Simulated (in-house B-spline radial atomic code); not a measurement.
# TDHF excitations of I⁵⁺

Method: TDHF. Computed with a B-spline radial code for spherical atoms: linear response of the closed shell [Kr] 4d10 5s2 with bare exchange (time-dependent Hartree-Fock); scalar-relativistic (spin-free one-electron X2C), finite nucleus, no spin-orbit coupling, no double excitations, S, P, D and F terms only; shells from n = 3 respond. Only terms of natural parity with L up to 3 were computed.

Command:
```bash
python run_td.py task.json out
```
Settings (radii: box in bohr, nucleus in fm):
```
Z                        53
electrons                48
configuration            [Kr] 4d10 5s2
hamiltonian              x2c
method                   hf
box_radius               16.35
rms_radius               4.75
intervals                70
```

Cost of the run: 3.2 s on 1 thread of Arm Neoverse N1 (shared host).

The lowest states, in the order of their Tamm-Dancoff energies; the method's threshold (minus the highest occupied level) is 72.49 eV. Labels give the largest channel, * marks a mixed state, and oscillator strengths are full-response dipole values. Energies in eV:

| state | full response | Tamm-Dancoff | oscillator strength |
| --- | --- | --- | --- |
| 5s → 5p 3P | 9.757 | 10.258 | - |
| 5s → 5p 1P | ? | ? | ? |
| 5s → 5d 3D | ? | ? | - |
| 5s → 5d 1D | 31.63 | 31.68 | - |
| 5s → 4f 3F | 33.01 | 33.12 | - |
| 5s → 4f 1F | 34.36 | 34.42 | - |
| 5s → 6s 3S | 35.19 | 35.20 | - |
| 5s → 6s 1S | 36.25 | 36.29 | - |
| 5s → 6p 3P | 40.43 | 40.45 | - |
| 5s → 6p 1P | 40.91 | 40.94 | 0.08 |
| 5s → 6d 3D | 47.83 | 47.84 | - |
| 5s → 5f 3F | 47.92 | 47.94 | - |
| 5s → 5f 1F | 48.07 | 48.09 | - |
| 5s → 6d 1D | 48.22 | 48.23 | - |
| 5s → 7s 3S | 49.84 | 49.85 | - |
| 5s → 7s 1S | 50.18 | 50.19 | - |
| 5s → 7p 3P | 52.37 | 52.37 | - |

Q: Where does 5s → 5p 1P lie?

A: At 14.789 eV in full response, 15.261 eV in Tamm-Dancoff, oscillator strength 1.62.

Q: Where does 5s → 5d 3D lie?

A: At 30.03 eV in full response, 30.06 eV in Tamm-Dancoff.

Q: How large is the singlet-triplet splitting of 5s → 5p (P terms) in Tamm-Dancoff?

A: 5 eV, from the unrounded values.

Q: What polarisabilities and dispersion coefficient does the method give?

A: Dipole 6.7 bohr³, quadrupole 11.63 bohr⁵, C6 25.02 hartree·bohr⁶ for two such species.
